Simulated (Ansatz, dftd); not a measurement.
Species: BSiH$_{5}$, charge 0, singlet. BSiH5 (SMILES B[SiH3]).
B3LYP-D3(BJ)/def2-TZVP minimum from Ansatz (a quantum-chemistry and plane-wave program):
```xyz
7

B     -0.7288    -1.2287     0.1642
H     -0.2899    -2.1254     0.8143
H     -1.8216    -1.3645    -0.2907
Si     0.2953     0.4836    -0.0764
H     -0.1018     1.3499     1.0705
H     -0.0451     1.2071    -1.3265
H      1.7676     0.3065    -0.0187
```

Wanted: atomisation energy (electronic, to ground-state atoms), in kJ/mol. Radicals and triplets start from unrestricted determinants; spin-orbit coupling is neglected. Correlated methods leave the cores frozen. Rows without X2C or -DK are non-relativistic. CBS(X,Y): correlation extrapolated as X^-3, Hartree-Fock from the larger set (Q,5: extrapolated as (X+1)exp(-9√X)). A bracket is a step between two methods taken in the basis named. The functionals are non-relativistic, so their misses hold any scalar relativity. Double hybrids freeze cores in their MP2 part. '+ core + X2C': CCSD(T) terms for core correlation (cc-pwCVTZ, 1s frozen past Ne) and scalar relativity (cc-pVTZ-DK). Where a partner has so few electrons that a lower coupled-cluster level is exact, that level stands in.

Compared with CCSD(T)/CBS(cc-pV(Q+d)Z,cc-pV(5+d)Z) + [CCSDT(Q) - CCSD(T)]/cc-pV(T+d)Z + core + X2C (Ansatz).

Question: Rank these levels by how close they come to it, closest first: r2SCAN-D3(BJ)/def2-TZVPD (Ansatz + dftd3); CCSD/CBS(cc-pV(Q+d)Z,cc-pV(5+d)Z) (Ansatz); B3LYP-D3(BJ)/def2-TZVPD (Ansatz + dftd3); B2GP-PLYP-D3(BJ)/def2-TZVPD (Ansatz + dftd3); wB97X-V/def2-TZVPD (Ansatz).

Answer: r2SCAN-D3(BJ)/def2-TZVPD (2046.1 kJ/mol, difference 8.8), CCSD/CBS(cc-pV(Q+d)Z,cc-pV(5+d)Z) (2024.1 kJ/mol, difference -13.2), B2GP-PLYP-D3(BJ)/def2-TZVPD (2019.7 kJ/mol, difference -17.6), B3LYP-D3(BJ)/def2-TZVPD (2057.5 kJ/mol, difference 20.2), wB97X-V/def2-TZVPD (2059.2 kJ/mol, difference 21.9)
